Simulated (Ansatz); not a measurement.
Cl$_{3}$H$_{2}$NTi (`[NH2][Ti]([Cl])([Cl])[Cl]`). The species carries charge 0 and has multiplicity 1.

Z-matrix (Å, degrees):
```
Ti
Cl 1 2.181
Cl 1 2.192 2 109.6
N 1 1.838 2 107.1 3 118.5
Cl 1 2.181 2 114.1 3 -123.1
H 4 1.012 1 124.2 2 153.9
H 4 1.012 1 124.2 2 -29.1
```

(1) List the harmonic frequencies (cm⁻¹, unscaled) at PBE0-D4/def2-TZVP in Ansatz. (Estimate.)

(2) Is this a minimum?

(3) Give the ideal-gas thermochemistry at 298.15 K and 1 bar (rigid rotor, harmonic oscillator; point group Cs, symmetry number 1).

(4) And at 400, 500, 600, 800 and 1000 K?

(5) Rotational constants (cm⁻¹)?

Answers

(1) Ansatz gave: 38, 110, 139, 142, 173, 175, 403, 437, 457, 497, 557, 753, 1504, 3549, 3658.

(2) Yes, all 15 modes are real.

(3) Zero-point energy 75.3 kJ/mol; H(298) − E = 99.5 kJ/mol; entropy 391.4 J/(mol·K), of which translation 172.9, rotation 122.2, vibration 96.3; G(298) − E = -17.1 kJ/mol. Modes under 100 cm⁻¹ are hindered rotations or soft bends, so the harmonic entropy is rough.

(4) 
```json
{"T (K)": "400", "H − E (kJ/mol)": "111.5", "S (J/mol/K)": "425.7", "G − E (kJ/mol)": "-58.8"}
{"T (K)": "500", "H − E (kJ/mol)": "123.8", "S (J/mol/K)": "453.2", "G − E (kJ/mol)": "-102.8"}
{"T (K)": "600", "H − E (kJ/mol)": "136.6", "S (J/mol/K)": "476.6", "G − E (kJ/mol)": "-149.3"}
{"T (K)": "800", "H − E (kJ/mol)": "163.1", "S (J/mol/K)": "514.7", "G − E (kJ/mol)": "-248.6"}
{"T (K)": "1000", "H − E (kJ/mol)": "190.5", "S (J/mol/K)": "545.2", "G − E (kJ/mol)": "-354.7"}
```

(5) 0.05279, 0.0502, 0.03652.
